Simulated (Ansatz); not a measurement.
Geometry optimisation, Ansatz, RKS PBE-D4/def2-SVP.

The input (input.yaml):

```yaml
crystal:
  periodic: [false, false, false]
  atoms:
    - { symbol: C, position_ang: [-0.41893, 0.78946, -0.20794] }
    - { symbol: S, position_ang: [0.32579, 0.4861, 1.42078] }
    - { symbol: Mg, position_ang: [0.97313, -1.68336, 0.98977] }
    - { symbol: F, position_ang: [0.8101, -2.18727, -0.65202] }
    - { symbol: H, position_ang: [-1.37084, 0.26611, -0.28303] }
    - { symbol: H, position_ang: [0.19235, 1.70518, 2.05358] }
    - { symbol: H, position_ang: [0.26043, 0.46633, -0.99681] }
basis:
  gaussian: { orbitals: def2-SVP }
hamiltonian:
  xc: pbe
  dispersion: d4
relax:
  f_tol: 0.02
  max_steps: 50
```

Run as:

```bash
$ ansatz run input.yaml --threads 1 --pin off --max-ram 2048MiB --backend cpu --events-out ev --progress --plain --runs-dir out
```

Problem. Where does it end, and by what steps?

Solution. The run converged. After 25 steps the energy has fallen by 2.874 eV; Mg3 moved furthest, 1.20 Å. Parted: S2–Mg3. Joined: C1–Mg3.

| step | energy less start (eV) | largest force component (eV/Å) | accepted |
| --- | --- | --- | --- |
| 0 | 0.0000 | 1.516 | yes |
| 1 | -0.3111 | 1.010 | yes |
| 2 | -0.5040 | 0.391 | yes |
| 3 | -0.6267 | 0.484 | yes |
| 4 | -0.7377 | 0.594 | yes |
| 5 | -0.9148 | 0.937 | yes |
| 6 | -1.2705 | 1.374 | yes |
| 7 | -1.8872 | 1.368 | yes |
| 8 | -2.3514 | 1.018 | yes |
| 9 | -2.6509 | 0.709 | yes |
| 10 | -2.8028 | 0.269 | yes |
| 11 | -2.8333 | 0.363 | yes |
| 12 | -2.8267 | 0.341 | no |
| 13 | -2.8440 | 0.245 | yes |
| 14 | -2.8440 | 0.191 | no |
| 15 | -2.8467 | 0.035 | yes |
| 16 | -2.8479 | 0.082 | yes |
| 17 | -2.8502 | 0.159 | yes |
| 18 | -2.8535 | 0.312 | yes |
| 19 | -2.8561 | 0.433 | yes |
| 20 | -2.8566 | 0.438 | yes |
| 21 | -2.8667 | 0.233 | yes |
| 22 | -2.8718 | 0.199 | yes |
| 23 | -2.8713 | 0.195 | no |
| 24 | -2.8737 | 0.030 | yes |
| 25 | -2.8741 | 0.018 | yes |

```xyz
7
Properties=species:S:1:pos:R:3
C -0.147 0.365 0.046
S 0.231 0.790 1.779
Mg 0.566 -1.604 -0.138
F 1.158 -3.262 -0.376
H -1.235 0.426 -0.165
H -0.189 2.093 1.840
H 0.388 1.033 -0.662
```

Whether the end is a true minimum wasn't checked by a vibrational analysis.

Run time: 34 s on 1 thread of AMD EPYC 9R45 96-Core Processor (Zen 5), with other jobs on the host, peak memory 0.16 GiB.
